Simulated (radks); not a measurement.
Isoelectronic series with 10 electrons, all held in the configuration [Ne], which need not be the ground one along the series. Method: scalar-relativistic Kohn-Sham, SCAN, spin-unpolarised, spherical densities, finite nucleus; meta-GGA in the generalised Kohn-Sham scheme; Fermi nuclear charge, rms radius of each element as measured or else 0.836 A^(1/3) + 0.57 fm; computed with a radial shooting solver on a logarithmic mesh with Libxc functionals. Total energies (hartree) and orbital eigenvalues (hartree):

Ne: E (hartree) -129.10054; 2p -0.51372; 2s -1.41450; 1s -30.78659
Mg2+: E (hartree) -199.57440; 2p -2.50094; 2s -3.78746; 1s -47.37808
Al3+: E (hartree) -240.88619; 2p -3.88876; 2s -5.37300; 1s -57.21207
Si4+: E (hartree) -286.24757; 2p -5.53315; 2s -7.21768; 1s -68.06581
P5+: E (hartree) -335.66263; 2p -7.43234; 2s -9.31981; 1s -79.93880
S6+: E (hartree) -389.13625; 2p -9.58540; 2s -11.67863; 1s -92.83123
Cl7+: E (hartree) -446.67535; 2p -11.99181; 2s -14.29393; 1s -106.7444
Ar8+: E (hartree) -508.28792; 2p -14.65132; 2s -17.16583; 1s -121.6802
K9+: E (hartree) -573.98248; 2p -17.56386; 2s -20.29467; 1s -137.6405
Ca10+: E (hartree) -643.76809; 2p -20.72945; 2s -23.68093; 1s -154.6278
Sc11+: E (hartree) -717.65491; 2p -24.14822; 2s -27.32524; 1s -172.6447
Ti12+: E (hartree) -795.65400; 2p -27.82036; 2s -31.22835; 1s -191.6943
V13+: E (hartree) -877.77680; 2p -31.74614; 2s -35.39109; 1s -211.7796
Cr14+: E (hartree) -964.03543; 2p -35.92584; 2s -39.81436; 1s -232.9041
Mn15+: E (hartree) -1054.44283; 2p -40.35980; 2s -44.49918; 1s -255.0713
Fe16+: E (hartree) -1149.01266; 2p -45.04841; 2s -49.44661; 1s -278.2853
Co17+: E (hartree) -1247.75913; 2p -49.99207; 2s -54.65780; 1s -302.5499
Ni18+: E (hartree) -1350.69746; 2p -55.19123; 2s -60.13398; 1s -327.8697
Cu19+: E (hartree) -1457.84283; 2p -60.64637; 2s -65.87641; 1s -354.2488
Zn20+: E (hartree) -1569.21213; 2p -66.35798; 2s -71.88649; 1s -381.6922
Ga21+: E (hartree) -1684.82228; 2p -72.32659; 2s -78.16563; 1s -410.2047
